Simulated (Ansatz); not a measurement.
Calculated with Ansatz (gas phase, PBE0-D4/def2-TZVP geometries, no zero-point term in ΔE). CCSD(T)/CBS is the MP2 limit (def2-TZVPP, def2-QZVPP) plus CCSD(T) − MP2 in def2-TZVPP, frozen cores. This one scheme is used for every species. Functionals use def2-TZVPP. B3LYP here is the variant with VWN-RPA as its local correlation; programs differ in this. For As outer-core shells are correlated without core-valence functions, which leaves a few kJ/mol of doubt a bond. Scalar relativity is left out up to krypton. Each species was taken in one conformer, which may not be the lowest.

Consider the substitution at a C–N bond: `C=NC[SiH2]C` + `[AsH3]` → `C[SiH2]C[AsH2]` + `C=N`.

```csv
level,ΔE (eV)
PBE-D4,-0.23
ωB97M-V,-0.29
PBE,-0.21
B3LYP,-0.21
CCSD/def2-TZVPP,-0.34
CCSD(T)/def2-TZVPP,-0.34
MP2/def2-QZVPP,-0.38
HF/CBS(def2),-0.28
```

Problem. What does CCSD(T)/CBS give? (Best estimate.)

Solution. Ansatz gave: -0.34 eV. The listed levels differ from it by 0.11, 0.05, 0.13, 0.13, 0.00, 0.00, -0.04, 0.06 eV.

Largest T1 diagnostic among the species: 0.012.

The D4 term adds −0.04 eV with B3LYP and −0.02 eV with PBE0; it sums over pairs of atoms, weighted by their polarisabilities, and B3LYP, whose exchange is more repulsive, gets the larger term. From PBE to PBE0 (25 % exact exchange), in def2-TZVPP and without D4, ΔE moves by −0.04 eV.
